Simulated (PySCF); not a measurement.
# Working with the constants of PdH

UHF-CCSD(T) constants of PdH, ²Σ⁺ (doublet), unpaired electrons σ ↑ (basis H def2-TZVPP, Pd def2-TZVPP with ECP28; scalar-relativistic core potentials; PySCF 2.14; masses 1.0078 and 105.9035 u):

| Property | Result |
| --- | --- |
| ωe | 2077.2 cm⁻¹ |
| ωexe | 38.3 cm⁻¹ |
| Be | 7.3298 cm⁻¹ |
| αe | 0.221 cm⁻¹ |
| De to H + Pd (4d10) | 2.55 eV |

**Question.** What force constant and bond length do these constants imply?

**Answer.** Reduced mass μred = 0.99832 u; k = 5.8918×10⁻⁷·μred·ωe² (u, cm⁻¹, mdyn/Å) = 2.54 mdyn/Å; Re = √(16.8576/(μred·Be)) (u, cm⁻¹, Å) = 1.518 Å.

**Question.** Estimate the centrifugal constant D from the Kratzer relation and find the Dunham coefficient a1.

**Answer.** D = 4Be³/ωe² = 0.000365 cm⁻¹; a1 = −1 − αeωe/(6Be²) = -2.42.

Correlated steps freeze no core orbitals. Spin–orbit coupling is left out. The state is the lowest single determinant that the PBE0 search found; with open d or f shells the true ground state can be another one.
